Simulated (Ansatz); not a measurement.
Isomers of HfCl4O2H4 (singlet), relaxed with PBE0-D4/def2-SVP; total energies from Ansatz at CAM-B3LYP-D4/def2-TZVP.

```tsv
isomer	description	energy (Eh)
A	cis-Hf(H2O)2Cl4 (HfCl4O2H4)	-2042.15954
B	trans-Hf(H2O)2Cl4 (HfCl4O2H4)	-2042.15187
```

In the def2 sets Hf takes a core potential; there is no spin–orbit coupling.

Task: Work out the relative energies (1 Eh = 2625.5 kJ/mol) and the Boltzmann populations at 800 K from electronic energies alone (R = 8.314 J/mol/K).

Result: ΔE: A 0.0, B 20.1 kJ/mol. RT = 6.65 kJ/mol. Factors exp(−ΔE/RT): A 1, B 0.0487; sum 1.049. Populations: A 95.4 %, B 4.6 %. Zero-point energy, vibrational entropy and symmetry numbers are left out and can shift these; an error of 4 kJ/mol changes a ratio by a factor of 1.8. Over the other density-functional and correlated levels in def2 sets, the gap between A and B ranges from 11 to 29 kJ/mol.
